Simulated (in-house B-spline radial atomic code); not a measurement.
**Functionals against NIST's ionisation energies along a row: Sc³⁺ to Zn³⁺**

Ionisation energies as differences of self-consistent total energies from an all-electron radial atomic-structure program (B-spline basis): all electrons, radial basis limit, scalar-relativistic (one-electron X2C), spin-polarised at highest spin, spherical densities; exact exchange is averaged over the determinants of each configuration. No spin-orbit coupling, Breit or QED terms. NIST's values run from ground level to ground level, so in open shells the differences also hold multiplet and fine-structure energies that spherical high-spin averages miss. Columns give computed minus NIST, in eV; a star marks a semi-empirical value. Species are left out where the tabulated value is theory, is uncertain by more than 0.12 eV, or (13 ions, such as In⁴⁺, Te⁴⁺ and Bi⁴⁺) lies off its series for all methods alike, which flatters the means a little.

```json
{"species": "Sc³⁺", "shell": "3p", "NIST (eV)": "73.49", "BP86": "+0.10", "TPSS": "+0.23", "r2SCAN": "+0.64", "BHandHLYP": "0.00", "OLYP": "+0.20"}
{"species": "Ti³⁺", "shell": "3d", "NIST (eV)": "43.27", "BP86": "+0.32", "TPSS": "+0.04", "r2SCAN": "-0.32", "BHandHLYP": "+0.15", "OLYP": "+0.44"}
{"species": "V³⁺", "shell": "3d", "NIST (eV)": "46.71 ± 0.005", "BP86": "-0.05", "TPSS": "-0.26", "r2SCAN": "-0.33", "BHandHLYP": "-0.31", "OLYP": "+0.14"}
{"species": "Cr³⁺", "shell": "3d", "NIST (eV)": "49.16 ± 0.05*", "BP86": "+0.42", "TPSS": "+0.25", "r2SCAN": "+0.43", "BHandHLYP": "+0.11", "OLYP": "+0.66"}
{"species": "Fe³⁺", "shell": "3d", "NIST (eV)": "54.91 ± 0.04", "BP86": "+0.15", "TPSS": "+0.07", "r2SCAN": "+0.66", "BHandHLYP": "-0.16", "OLYP": "+0.47"}
{"species": "Co³⁺", "shell": "3d", "NIST (eV)": "51.27 ± 0.1*", "BP86": "+0.87", "TPSS": "+0.39", "r2SCAN": "-0.51", "BHandHLYP": "+0.13", "OLYP": "+0.64"}
{"species": "Cu³⁺", "shell": "3d", "NIST (eV)": "57.38 ± 0.05*", "BP86": "+0.72", "TPSS": "+0.41", "r2SCAN": "+0.29", "BHandHLYP": "-0.18", "OLYP": "+0.70"}
{"species": "Zn³⁺", "shell": "3d", "NIST (eV)": "59.57 ± 0.02", "BP86": "+1.34", "TPSS": "+1.08", "r2SCAN": "+1.26", "BHandHLYP": "+0.47", "OLYP": "+1.43"}
```

Q: How do the methods rank, and which species is hardest?

A: Mean absolute (signed) differences: BHandHLYP 0.19 (+0.03) eV; TPSS 0.34 (+0.28) eV; BP86 0.49 (+0.48) eV; r2SCAN 0.55 (+0.27) eV; OLYP 0.59 (+0.59) eV. For Zn³⁺, which loses a 3d electron, the nearest method is off by +0.47 eV, the largest such miss.
